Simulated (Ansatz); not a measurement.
Geometry optimisation, RKS B3LYP-D4/def2-SVP in Ansatz 0.2.0.

The input (input.yaml):

```yaml
crystal:
  periodic: [false, false, false]
  atoms:
    - { symbol: B, position_ang: [0.0, 0.0, 0.0] }
    - { symbol: "N", position_ang: [0.0, 0.0, 1.9] }
    - { symbol: H, position_ang: [-0.877, -0.2713, 2.43] }
    - { symbol: H, position_ang: [0.877, 0.2713, 2.43] }
    - { symbol: H, position_ang: [1.0305, 0.0, -0.595] }
    - { symbol: H, position_ang: [-1.0305, 0.0, -0.595] }
    - { symbol: Br, position_ang: [-0.2927, 2.2013, 0.7379] }
    - { symbol: H, position_ang: [-0.1505, 1.1322, 1.8085] }
basis:
  gaussian: { orbitals: def2-SVP }
hamiltonian:
  xc: b3lyp
  dispersion: d4
relax:
  f_tol: 0.15
  max_steps: 25
  restrain:
    - { distance: [0, 6], at: 2.04, k: 30.0 }
    - { distance: [7, 1], at: 1.06, k: 30.0 }
    - { distance: [0, 1], at: 2.75, k: 30.0 }
    - { distance: [7, 6], at: 2.75, k: 30.0 }
output:
  orbitals: {}
```

Run as:

```bash
$ ansatz run input.yaml --threads 2 --pin off --max-ram 3072MiB --backend cpu --events-out ev --progress --plain --runs-dir out
```

Where does it end, and by what steps?

The forces met the threshold. The restraints hold the end off the free minimum. After 8 steps the energy has fallen by 2.350 eV (the restraints' own energy left out); Br7 moved furthest, 0.85 Å. Parted: Br7–H8 (1.52 → 2.76 Å).

```
step  energy less start (eV)  largest force component (eV/Å)  accepted
   0                  0.0000                           4.860       yes
   1                 -0.7816                           2.801       yes
   2                 -0.7888                           3.508       yes
   3                 -1.0893                           2.910       yes
   4                 -1.8728                           2.569       yes
   5                 -2.1925                           2.077       yes
   6                 -2.3248                           1.102       yes
   7                 -2.3230                           0.861       yes
   8                 -2.3495                           0.857       yes
```

```xyz
8
Properties=species:S:1:pos:R:3
B -0.057 0.476 -0.459
N -0.008 0.036 2.234
H -0.777 -0.439 2.706
H 0.857 -0.183 2.727
H 1.059 0.107 -0.684
H -1.059 -0.157 -0.626
Br -0.290 2.434 -0.083
H -0.169 1.058 2.302
```

Time of the run: 17 s on 2 threads of Arm Neoverse V2, on a shared host, peak memory 0.17 GiB.
